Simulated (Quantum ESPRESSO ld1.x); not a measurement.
Input (ld1.x (Quantum ESPRESSO 7.5)):

```
 &input
    zed=43.0,
    iswitch=1,
    rel=2,
    dft='REVPBE',
    config='[Kr] 4d3 5p2',
    rel_dist='average',
    verbosity='high',
    lsmall=.true.,
    prefix='ld1',
    max_out_wfc=37,
    file_charge='ld1.rho',
 /
```

Output (excerpt):

```
     Program LD1 v.7.5 starts

     --------------------------- All-electron run ----------------------------

     dirac relativistic calculation

     atomic number is 43.00
     dft =REVPBE   lsd =0 sic =0 latt =0  beta=0.20 tr2=1.0E-14
     Exchange-correlation= REVPBE
                           (   1   4   4   4   0   0   0)
     mesh =2047 r(mesh) = 100.16310 a.u. xmin = -8.00 dx = 0.00800
     1 Ry =  13.60569312 eV, c = 137.03599908

     n l j   nl                  e(Ry)          e(Ha)          e(eV)
     Spin orbit split results
     1 0 0.5 1S 1( 2.00)   -1535.194161219    -767.597080609 -20887.3806418
     2 0 0.5 2S 1( 2.00)    -220.789408200    -110.394704100  -3003.9929328
     2 1 0.5 2P 1( 2.00)    -203.727977056    -101.863988528  -2771.8603364
     2 1 1.5 2P 1( 4.00)    -195.038056157     -97.519028079  -2653.6279394
     3 0 0.5 3S 1( 2.00)     -40.180967151     -20.090483575   -546.6899084
     3 1 0.5 3P 1( 2.00)     -33.628930718     -16.814465359   -457.5449114
     3 1 1.5 3P 1( 4.00)     -32.174864099     -16.087432050   -437.7613272
     4 0 0.5 4S 1( 2.00)      -7.382263335      -3.691131668   -100.4408095
     4 1 0.5 4P 1( 2.00)      -5.440232200      -2.720116100    -74.0181298
     4 1 1.5 4P 1( 4.00)      -5.214513097      -2.607256549    -70.9470650
     3 2 1.5 3D 1( 4.00)     -20.600457266     -10.300228633   -280.2834998
     3 2 2.5 3D 1( 6.00)     -20.320806098     -10.160403049   -276.4786518
     4 2 1.5 4D 1( 1.20)      -2.293966652      -1.146983326    -31.2110063
     4 2 2.5 4D 1( 1.80)      -2.266876248      -1.133438124    -30.8424226
     5 1 0.5 5P 1( 0.67)      -1.234605314      -0.617302657    -16.7976610
     5 1 1.5 5P 1( 1.33)      -1.204948404      -0.602474202    -16.3941582
     Averaged results
     1 0     1S 1( 2.00)   -1535.194161219    -767.597080609 -20887.3806418
     2 0     2S 1( 2.00)    -220.789408200    -110.394704100  -3003.9929328
     2 1     2P 1( 6.00)    -197.934696457     -98.967348228  -2693.0387384
     3 0     3S 1( 2.00)     -40.180967151     -20.090483575   -546.6899084
     3 1     3P 1( 6.00)     -32.659552972     -16.329776486   -444.3558553
     4 0     4S 1( 2.00)      -7.382263335      -3.691131668   -100.4408095
     4 1     4P 1( 6.00)      -5.289752798      -2.644876399    -71.9707533
     3 2     3D 1(10.00)     -20.432666566     -10.216333283   -278.0005910
     4 2     4D 1( 3.00)      -2.277712409      -1.138856205    -30.9898561
     5 1     5P 1( 2.00)      -1.214834040      -0.607417020    -16.5286591

     final scf error:  6.4E-15 reached in  24 iterations

     Etot =   -8569.526830 Ry,   -4284.763415 Ha, -116594.352258 eV

     Ekin =    8902.139470 Ry,    4451.069735 Ha,  121119.777760 eV
     Encl =  -20626.783427 Ry,  -10313.391713 Ha, -280641.685416 eV
     Eh   =    3410.565495 Ry,    1705.282748 Ha,   46403.107503 eV
     Exc  =    -255.448368 Ry,    -127.724184 Ha,   -3475.552105 eV
```

Run on one thread of a shared host, so times are rough (Intel(R) Xeon(R) Processor @ 2.60GHz): 0.48 s of CPU time, 1.6 s wall, 24 iterations on 2047 mesh points.
